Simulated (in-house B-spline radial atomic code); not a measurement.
Results of a calculation; reference values are marked as such.
# Sb in an electron gas of r_s = 3.6: phase shifts, screening and friction

A nucleus sits in a uniform electron gas with a rigid positive background. The Kohn-Sham equations are solved self-consistently in the spin-unpolarised LDA (PW92), non-relativistic, on B-splines with outgoing waves at the boundary and partial waves to l = 8. The model has no lattice, no bands and no magnetic solution. Atomic units; δ_l are the phase shifts at the Fermi level, counted so that each bound state adds π, and good to about 0.0005.

The density parameter is r_s = 3.6 bohr.

```csv
l,δ_l (rad)
0,14.1183
1,11.3223
2,6.3860
3,0.0141
4,0.0005
5,0.0002
6,0.0002
7,0.0003
8,0.0002
```

Bound levels below the band bottom (hartree): d -18.93, s -4.745, p -3.342, d -0.9949, s -0.1837 and deeper ones.

Check the Friedel sum rule, and say where the screening charge sits.

k_F = (9π/4)^(1/3)/r_s = 0.53310. The rule is Z = (2/π) Σ (2l + 1) δ_l. The terms are s 8.988, p 21.624, d 20.327, f 0.063 and 0.011 beyond, in all 51.013 against Z = 51. Bound states hold 10 s, 18 p, 20 d electrons, so the scattering states carry 3.01 in all; where a term is smaller than its bound count, the bound level has drawn weight out of the band.

Find the transport cross section and the electronic stopping of a 5 keV Sb ion (mass 121.76 u).

σ_tr = (4π/k_F²) Σ (l + 1) sin²(δ_l − δ_(l+1)). The terms for l = 0 to 3 are 0.1148, 1.9014, 0.0235, 0.0007, all together 2.0404, so σ_tr = 44.217 × 2.0404 = 90.223 bohr². With n = 3/(4π r_s³) = 0.005117, the friction coefficient is Q = n k_F σ_tr = 0.2461. For v well below v_F = 0.533, dE/dx = Q v; with 24801 eV per u at v = 1, v = √(5000/(24801 × 121.76)) = 0.0407, so dE/dx = 0.01001 hartree/bohr = 5.15 eV/nm. The largest term couples the p and d waves.
